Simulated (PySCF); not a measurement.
Calculated properties of `C=C1CO[Si@@]1(O[SiH3])S[SiH3]`

Compound: C3H10O2SSi3.
Numbering: `[CH2:1]=[C:2]1[CH2:3][O:4][Si@@:5]1([O:6][SiH3:7])[S:8][SiH3:9]` (hydrogens: H10, H11 on C1; H12, H13 on C3; H14, H15, H16 on Si7; H17, H18, H19 on Si9)

Among its groups: C=C double bond, Si–H bond, siloxane link and C–Si bond.

From GFN2-xTB geometry:

- Point group of the GFN2-xTB geometry: C1
- Rotational constants A, B, C of the GFN2-xTB geometry: 0.979, 0.703, 0.495 GHz

**PBE0/pcSseg-1 ground state and GIAO shieldings, non-relativistic (PySCF)**

* Dipole moment: 1.16 D
* HOMO energy: -7.43 eV
* LUMO energy: -0.62 eV
* HOMO–LUMO gap: 6.81 eV
* Lowest Hirshfeld atomic charge: -0.30 e on O6
* Highest Hirshfeld atomic charge: +0.44 e on Si5
* 13C chemical shifts (computed TMS as zero) by class: 167.4 (C2), 127.2 (C1), 71.5 (C3) ppm
* 1H chemical shifts (computed TMS as zero) by class: 5.83 (H11), 5.82 (H10), 5.19 (H14/H15/H16), 4.80 (H12), 4.72 (H13), 4.61 (H17/H18/H19) ppm
* Isotropic shieldings of nuclei other than C and H, by class: 222 (O4), 260 (O6), 371 (Si5), 387 (Si7), 408 (Si9), 757 (S8) ppm
* Mayer bond orders between heavy atoms: C1–C2 1.96, C2–C3 1.04, C3–O4 0.90, O4–Si5 0.98, Si5–O6 1.04, O6–Si7 0.86, Si5–S8 1.02, S8–Si9 0.90, Si5–C2 0.81

Monoisotopic mass from the formula: 193.9709 u.

The rotational constants make it an asymmetric top with κ = (2B − A − C)/(A − C) = -0.14, nearer the prolate limit (−1). A dipole of 1.16 D is allowed in C1, and pure rotational transitions are dipole-allowed. In atomic units the dipole is 0.46 e·bohr (1 au = 2.5417 D). With B = h/(8π²I), that is 505.379 GHz u Å² over I, the principal moments of inertia are 516.0, 718.8 and 1021.9 u Å² (most abundant isotopes); the inertial defect Ic − Ia − Ib is -212.9 u Å² (zero for a rigid planar frame, negative otherwise).

Isolated species at its GFN2-xTB geometry (one conformer only). NMR classes are plain means over equivalent atoms (diastereotopic ones count apart unless rotation or inversion swaps them), as if these changed places fast; in this geometry the members of some classes differ.

The values belong to the conformer `[CH2:1]=[C:2]1[CH2:3][O:4][Si@@:5]1([O:6][SiH3:7])[S:8][SiH3:9]`: O4–Si5–O6–Si7 125°, O4–Si5–S8–Si9 20°.
